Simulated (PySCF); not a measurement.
C7H6F2N (doublet state).
Numbering: `[NH:1][c:2]1[cH:3][cH:4][cH:5][cH:6][c:7]1[CH:8]([F:9])[F:10]` (hydrogens: H11 on N1; H12 on C3; H13 on C4; H14 on C5; H15 on C6; H16 on C8)

Structure used (GFN2-xTB), in Å, numbered top down from 1:
```xyz
16
C7H6F2N angstrom
N     -0.2746    2.1635   -0.7844
C      0.1726    0.9982   -0.4184
C      1.5850    0.7823   -0.5367
C      2.1645   -0.3959   -0.1515
C      1.3835   -1.4287    0.3661
C      0.0036   -1.2715    0.4858
C     -0.6075   -0.1029    0.1024
C     -2.0992    0.0559    0.2089
F     -2.4363    0.9730    1.1590
F     -2.7093   -1.0954    0.5724
H     -1.2716    2.3102   -0.6567
H      2.1630    1.6016   -0.9326
H      3.2319   -0.5307   -0.2434
H      1.8414   -2.3552    0.6753
H     -0.5930   -2.0807    0.8811
H     -2.5617    0.3851   -0.7387
```

The hyperfine couplings belong to this conformer and change with its torsions.

The calculation used PySCF, UKS B3LYP, pcH-1 on C F H N, non-relativistic, mean-field spin-orbit, GIAO. One conformer (not necessarily the lowest) at the GFN2-xTB geometry, without solvent, vibrations or thermal averaging. The geometry wasn't refined by DFT: couplings that depend on bond lengths, twists or pyramidal angles can differ widely from those at the functional's own minimum. Stability of the SCF solution: not tested. ⟨S²⟩ is 0.787 where a pure state has 0.75.

Problem. Give the principal g shifts and their parts.

Solution. 
| Δg (ppm) | 1 | 2 | 3 |
| --- | --- | --- | --- |
| relativistic mass correction | -184 | -184 | -184 |
| gauge correction | -13 | 43 | 39 |
| orbital Zeeman/spin–orbit | 107 | 819 | 2944 |
| total | -90 | 678 | 2799 |

So g = 2.00223, 2.00300, 2.00512 and g_iso = 2.00345; the tensor is rhombic: the two nearest values differ by 27 % of g3 − g1. Axes: g2 points within 2° of the C4–C5 bond.

Problem. What are the electron Larmor frequencies g μB B/h along the three axes at 330 mT?

Solution. 9.2478, 9.2514, 9.2612 GHz for g1, g2 and g3, a range of 13.3 MHz.

Problem. How much does each term add to the isotropic shift?

Solution. The orbital-Zeeman/spin–orbit term 1290, the mass correction -184 and the gauge correction 23 ppm, for a total of 1129 ppm. The orbital-Zeeman/spin–orbit term is the largest in size. The mass correction is the same along every axis, so the anisotropy comes from the other two: their spans along these axes are 56 (gauge) and 2837 ppm (orbital Zeeman/spin–orbit).

Problem. At 93.915 GHz, how far is the centre of the isotropic spectrum from where a free electron (g = 2.002319) resonates?

Solution. B = hν/(g μB) with μB/h = 13.99624 MHz/mT gives 3351.12 mT for the free electron and 3349.23 mT at g_iso, 1.89 mT lower.

Problem. In a frozen sample, at which fields do the three g values resonate at 9.5, 34, 94 and 263 GHz (hyperfine left aside), and which band first spreads them over more than twice a line width of 0.3 mT?

Solution. 
```csv
band,GHz,B(g3) mT,B(g2) mT,B(g1) mT,spread mT
X,9.5,338.51,338.87,339.00,0.49
Q,34.0,1211.51,1212.79,1213.26,1.75
W,94.0,3349.47,3353.02,3354.31,4.83
J,263.0,9371.40,9381.32,9384.92,13.52
```

The spread grows in proportion to the frequency. Q band is the first where it exceeds 0.6 mT.

Largest spin populations (Mulliken): N1 (+0.56), C5 (+0.36), C3 (+0.31) and C7 (+0.29). Four atoms exceed +0.15. The positive populations add up to 1.54 and the negative ones to -0.54, together 2S = 1.

The HOMO–LUMO gaps are 5.16 eV among the α and 3.84 eV among the β orbitals.

The run took 1.8 min (grids of density and orbitals included) on an Arm Neoverse V2 with one thread, no GPU, on a shared host, and the process peaked at 1.1 GiB of memory.
